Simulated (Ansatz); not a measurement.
Calculation: frozen-core CCSD(T)/def2-TZVPP // TPSS-D3(BJ)/def2-SVP in Ansatz (an electronic-structure program).

Ansatz 0.2 input:
```yaml
crystal:
  periodic: [false, false, false]
  atoms:
    - { symbol: Ti, position_ang: [0.139127, -0.012655, 0.049682] }
    - { symbol: C, position_ang: [1.629858, -1.163624, 0.930606] }
    - { symbol: H, position_ang: [1.777065, -2.097532, 0.352145] }
    - { symbol: H, position_ang: [1.3425, -1.424015, 1.96894] }
    - { symbol: H, position_ang: [2.582748, -0.597917, 0.951108] }
    - { symbol: C, position_ang: [0.046298, -0.437523, -1.983799] }
    - { symbol: H, position_ang: [1.057409, -0.684126, -2.364878] }
    - { symbol: H, position_ang: [-0.343771, 0.440513, -2.536215] }
    - { symbol: H, position_ang: [-0.625714, -1.301518, -2.158034] }
    - { symbol: C, position_ang: [0.566878, 2.00562, 0.308913] }
    - { symbol: H, position_ang: [1.13571, 2.15289, 1.248762] }
    - { symbol: H, position_ang: [-0.372737, 2.590982, 0.359975] }
    - { symbol: H, position_ang: [1.175259, 2.372625, -0.541814] }
    - { symbol: C, position_ang: [-1.694073, -0.450951, 0.927334] }
    - { symbol: H, position_ang: [-1.871365, 0.227888, 1.785466] }
    - { symbol: H, position_ang: [-1.702068, -1.498682, 1.288536] }
    - { symbol: H, position_ang: [-2.50866, -0.317498, 0.18775] }
basis:
  gaussian: { orbitals: def2-TZVPP }
correlation:
  method: ccsd_t
```

Output:

```
Functional definition: HF
2106 factors; integrals over basis functions are off by at most 1.1e-3 eV
mean field evaluation 1: about -27388.7779 eV, gradient 6.1e1 eV
mean field evaluation 2: about -27388.9117 eV, gradient 6.2e1 eV
mean field evaluation 4: about -27397.8868 eV, gradient 9.8e0 eV
mean field evaluation 8: about -27398.2167 eV, gradient 6.1e-1 eV
mean field evaluation 16: about -27388.7772 eV, gradient 6.1e1 eV
mean field -27398.21847009 eV, -1006.8659575963 hartree, gradient 1.4e-6 eV, S^2 0.000000; 0 other end points of the search recorded, 0 dependent functions left out
9 core orbitals not correlated
reference -27398.21847009 eV, -1006.8659575963 hartree; 20, 20 occupied and 327, 327 virtual orbitals, 2106 factors
second order -31.74888705 eV of doubles, -0.00000000 eV of singles
cycle   1  -32.09322682 eV  change   -3.4e-1 eV  update   2.0e-1
cycle   2  -32.99117455 eV  change   -9.0e-1 eV  update   1.0e-1
cycle   3  -33.33292076 eV  change   -3.4e-1 eV  update   4.3e-2
cycle   4  -33.33570952 eV  change   -2.8e-3 eV  update   1.5e-2
cycle   5  -33.32217061 eV  change    1.4e-2 eV  update   6.0e-3
cycle   6  -33.32004417 eV  change    2.1e-3 eV  update   2.6e-3
cycle   7  -33.31994864 eV  change    9.6e-5 eV  update   7.6e-4
cycle   8  -33.32007228 eV  change   -1.2e-4 eV  update   3.3e-4
cycle   9  -33.32028474 eV  change   -2.1e-4 eV  update   1.3e-4
cycle  10  -33.32028940 eV  change   -4.7e-6 eV  update   4.1e-5
perturbative correction -1.62387395 eV, -0.0596762668 hartree
Total energy: -27433.16263344 eV, -1008.1501319134 hartree
```

Cost: very roughly 120 core-minutes.
